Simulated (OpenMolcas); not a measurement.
# Ionisation energies of xenon

- Program: OpenMolcas 26.06
- Basis: ANO-RCC-VDZP [6s5p3d1f]
- Scalar Hamiltonian: DKH2, point nucleus
- Spin-orbit coupling: RASSI with atomic mean-field integrals over the reference wave functions, term energies averaged over their components

Active shells in each charge state: the valence s, p shells, with orbitals averaged over the low states. Where CASPT2's correlated closed shells are named, they are those of the first ion.

A. CASSCF
B. SS-CASPT2, IPEA 0.25 Eh, imaginary shift 0.1 Eh (closed shells correlated: 4s 4p 4d)

Energies in eV between the lowest computed levels, named as in B; reference values from the NIST Atomic Spectra Database with their kind.

```
                From                    To        A        B  Spin-orbit share in B                Reference
      Xe 5s2 5p6 1S0   Xe+ 5s2 5p5 2P* 3/2   11.317   11.829                 -0.410        12.130 (measured)
 Xe+ 5s2 5p5 2P* 3/2      Xe2+ 5s2 5p4 3P2   20.064   20.631                 -0.283  20.975 (semi-empirical)
    Xe2+ 5s2 5p4 3P2  Xe3+ 5s2 5p3 4S* 3/2   29.705   30.380                 +0.343  31.050 (semi-empirical)
Xe3+ 5s2 5p3 4S* 3/2      Xe4+ 5s2 5p2 3P0   41.297   42.063                 -1.377        42.200 (measured)
    Xe4+ 5s2 5p2 3P0   Xe5+ 5s2 5p 2P* 1/2   53.567   54.307                 +0.426  54.100 (semi-empirical)
 Xe5+ 5s2 5p 2P* 1/2          Xe6+ 5s2 1S0   65.280   66.143                 +1.301        66.703 (measured)
        Xe6+ 5s2 1S0        Xe7+ 5s 2S 1/2   90.483   91.363                 +0.000  91.600 (semi-empirical)
      Xe7+ 5s 2S 1/2         Xe8+ 4d10 1S0  104.183  105.518                 +0.000       105.978 (measured)
```

Error against the reference values, in %:

```csv
From,Reference,A,B
Xe,measured,-6.7,-2.5
Xe+,semi-empirical,-4.3,-1.6
Xe2+,semi-empirical,-4.3,-2.2
Xe3+,measured,-2.1,-0.3
Xe4+,semi-empirical,-1.0,+0.4
Xe5+,measured,-2.1,-0.8
Xe6+,semi-empirical,-1.2,-0.3
Xe7+,measured,-1.7,-0.4
```

Mean absolute error over the 4 measured values: A 1.23 eV, B 0.36 eV. B lies closest.

* marks odd parity.
